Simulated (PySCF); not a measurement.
# State search for BeHg

Unrestricted PBE0; basis Be def2-SVPD, Hg def2-SVPD with ECP60; scalar-relativistic core potentials; PySCF 2.14. Outer shells of the fragments: Be 2s2; Hg 5d10 6s2.

Followed along the bond (rough minima from three points):

| 2Ms+1 | unpaired | ⟨S²⟩ at the start | R at minimum (Å) | Te (eV) |
| --- | --- | --- | --- | --- |
| 1 | none | 0.00 | 3.03 | 0.00 |
| 3 | σ ↑, π ↑ | 2.00 | 2.35 | 1.51 |
| 3 | σ ↑↑ | 2.00 | 2.52 | 1.80 |

Solutions found at the starting distance of 2.335 Å, counted from the lowest of them; the search is not exhaustive and high or unbound solutions are not listed, so other states can lie among these:

```json
{"2Ms+1": "1", "unpaired": "none", "term": "¹Σ⁺", "E (eV)": "0.00", "⟨S²⟩": "0.00", "⟨Lz²⟩": "0.00", "μ (D)": "0.97"}
{"2Ms+1": "3", "unpaired": "σ ↑, π ↑", "term": "³Π", "E (eV)": "1.21", "⟨S²⟩": "2.00", "⟨Lz²⟩": "1.00", "μ (D)": "1.49"}
{"2Ms+1": "3", "unpaired": "σ ↑↑", "term": "³Σ⁺", "E (eV)": "1.57", "⟨S²⟩": "2.00", "⟨Lz²⟩": "0.00", "μ (D)": "-0.71"}
{"2Ms+1": "1", "unpaired": "σ ↑, π ↓", "term": "mixed", "E (eV)": "1.79", "⟨S²⟩": "1.01", "⟨Lz²⟩": "1.00", "μ (D)": "1.46"}
{"2Ms+1": "3", "unpaired": "π ↑↑", "term": "³Σ⁻", "E (eV)": "3.63", "⟨S²⟩": "2.05", "⟨Lz²⟩": "0.00", "μ (D)": "1.17"}
{"2Ms+1": "1", "unpaired": "π ↑↓", "term": "mixed", "E (eV)": "3.93", "⟨S²⟩": "1.00", "⟨Lz²⟩": "2.00", "μ (D)": "0.95"}
{"2Ms+1": "1", "unpaired": "none", "term": "mixed", "E (eV)": "4.49", "⟨S²⟩": "0.00", "⟨Lz²⟩": "2.00", "μ (D)": "0.72"}
{"2Ms+1": "3", "unpaired": "π ↑↑", "term": "mixed", "E (eV)": "6.31", "⟨S²⟩": "2.02", "⟨Lz²⟩": "2.00", "μ (D)": "-3.49"}
{"2Ms+1": "3", "unpaired": "π ↑, δ ↑", "term": "mixed", "E (eV)": "9.41", "⟨S²⟩": "2.02", "⟨Lz²⟩": "4.60", "μ (D)": "1.01"}
{"2Ms+1": "3", "unpaired": "π ↑, δ ↑", "term": "mixed", "E (eV)": "9.45", "⟨S²⟩": "2.01", "⟨Lz²⟩": "5.00", "μ (D)": "1.07"}
```

A term symbol is given only where ⟨S²⟩ and ⟨Lz²⟩ are close to those of a pure state; real π, δ and φ orbitals otherwise mix terms. A positive dipole means Be(−)Hg(+).

Problem. Compare the gap between the two lowest followed solutions at the starting distance with the gap between their minima.

Solution. At PBE0 the second solution (triplet, unpaired electrons σ ↑, π ↑) lies +1.21 eV from the first (singlet, closed shell) at 2.335 Å and +1.51 eV at the minima; the two curves relax by different amounts, since their minima lie near 2.35 and 3.03 Å.

Spin–orbit coupling is left out. Counting both spins, an empty level lies below a filled one in some of these solutions, because spin and occupation are held.
